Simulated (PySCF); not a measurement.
**Bond curve of GeB⁺**

Set-up: PySCF, spin-free X2C with a Gaussian nucleus, basis sets Ge jorge-DZP-DKH, B jorge-DZP-DKH. Energies in eV from Ge⁺ + B in their ground configurations at the same level. State: ³Π (triplet), unpaired electrons σ ↑, π ↑.

All columns are UHF. A positive dipole points towards B; it is taken about the centre of mass and depends on that origin.

| R (Å) | E (eV) | μ (D) | Mulliken charge on Ge (basis-dependent) | HOMO (eV) | LUMO (eV) | Mayer bond order | ⟨S²⟩ |
| --- | --- | --- | --- | --- | --- | --- | --- |
| 1.864 | -0.938 | 2.15 | 1.06 | -16.03 | -7.80 | 1.20 | 2.00 |
| 1.950 | -1.232 | 2.12 | 1.03 | -15.52 | -7.60 | 1.21 | 2.00 |
| 2.037 | -1.368 | 2.20 | 0.98 | -15.03 | -7.41 | 1.21 | 2.01 |
| 2.102 | -1.405 | 2.42 | 0.92 | -14.69 | -7.29 | 1.17 | 2.01 |
| 2.167 | -1.416 | 2.74 | 0.86 | -14.44 | -7.17 | 1.07 | 2.02 |
| 2.232 | -1.420 | 3.00 | 0.80 | -14.29 | -7.04 | 0.95 | 2.02 |
| 2.319 | -1.415 | 3.21 | 0.75 | -14.16 | -6.88 | 0.82 | 2.03 |
| 2.427 | -1.392 | 3.37 | 0.71 | -14.07 | -6.70 | 0.71 | 2.04 |
| 2.557 | -1.345 | 3.48 | 0.68 | -13.99 | -6.50 | 0.63 | 2.04 |
| 2.730 | -1.258 | 3.54 | 0.66 | -13.94 | -6.29 | 0.56 | 2.04 |

Spin–orbit coupling is left out. For an ion De counts to the pair picked by the measured ionisation energies or electron affinities, which need not be the lowest pair at this level. Hartree–Fock leaves out correlation, which carries a large part of most bond energies and some tenths to 1 eV of ionisation energies. The state is the lowest determinant that a PBE0 search found; another state may lie lower at other levels.
